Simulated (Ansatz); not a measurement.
Frontier orbitals of `C[NH][Ge]([Cl])([NH]C)[NH]C`.

```xyz
20

C     2.420   -0.310    1.088
N     1.445    0.350    0.244
Ge   -0.045   -0.500   -0.334
Cl    0.620   -2.264   -1.410
N    -1.109   -1.197    0.960
C    -1.835   -0.352    1.882
N    -0.906    0.716   -1.371
C    -0.258    1.291   -2.537
H     2.613   -1.313    0.701
H     2.109   -0.413    2.135
H     3.369    0.232    1.063
H     1.290    1.319    0.477
H    -1.572   -2.060    0.724
H    -1.214    0.503    2.161
H    -2.779    0.047    1.486
H    -2.059   -0.896    2.805
H    -1.870    0.471   -1.547
H     0.780    1.527   -2.295
H    -0.249    0.626   -3.409
H    -0.750    2.225   -2.823
```

Charge 0, multiplicity 1. Correlated methods include outer-core shells of Ge, which these sets cover unevenly. Scalar relativity is left out up to krypton. The structure was optimised at the PBE0-D4/def2-TZVP level. It is one conformer, not always the lowest. Basis def2-TZVPP, Ansatz.

```
functional  HOMO (eV)  LUMO (eV)
    r2SCAN      -5.63      -0.01
```

Q: Give HOMO and LUMO (eV) with LDA (SPW92), PBE, revPBE, BLYP, B97M-V, PBE0, B3LYP, r2SCANh, r2SCAN0, HSE06 (plane-wave form), BHLYP, CAM-B3LYP, LC-ωPBE, ωB97X-V, ωB97M-V, HF. (An estimate is asked.)

A: The calculation gave: 
```json
{"functional": "LDA (SPW92)", "HOMO": "-5.48", "LUMO": "-0.69"}
{"functional": "PBE", "HOMO": "-5.35", "LUMO": "-0.45"}
{"functional": "revPBE", "HOMO": "-5.29", "LUMO": "-0.33"}
{"functional": "BLYP", "HOMO": "-5.23", "LUMO": "-0.41"}
{"functional": "B97M-V", "HOMO": "-5.77", "LUMO": "-0.23"}
{"functional": "PBE0", "HOMO": "-6.75", "LUMO": "0.48"}
{"functional": "B3LYP", "HOMO": "-6.52", "LUMO": "0.16"}
{"functional": "r2SCANh", "HOMO": "-6.16", "LUMO": "0.33"}
{"functional": "r2SCAN0", "HOMO": "-6.95", "LUMO": "0.79"}
{"functional": "HSE06 (plane-wave form)", "HOMO": "-6.35", "LUMO": "0.11"}
{"functional": "BHLYP", "HOMO": "-8.09", "LUMO": "1.22"}
{"functional": "CAM-B3LYP", "HOMO": "-8.17", "LUMO": "1.34"}
{"functional": "LC-ωPBE", "HOMO": "-9.54", "LUMO": "2.66"}
{"functional": "ωB97X-V", "HOMO": "-9.20", "LUMO": "2.41"}
{"functional": "ωB97M-V", "HOMO": "-9.11", "LUMO": "2.00"}
{"functional": "HF", "HOMO": "-10.22", "LUMO": "3.26"}
```

B3LYP here is the variant with VWN-RPA as its local correlation; programs differ in this. LC-ωPBE has ω = 0.4 bohr⁻¹. Positive LUMOs are unbound and depend on the basis.
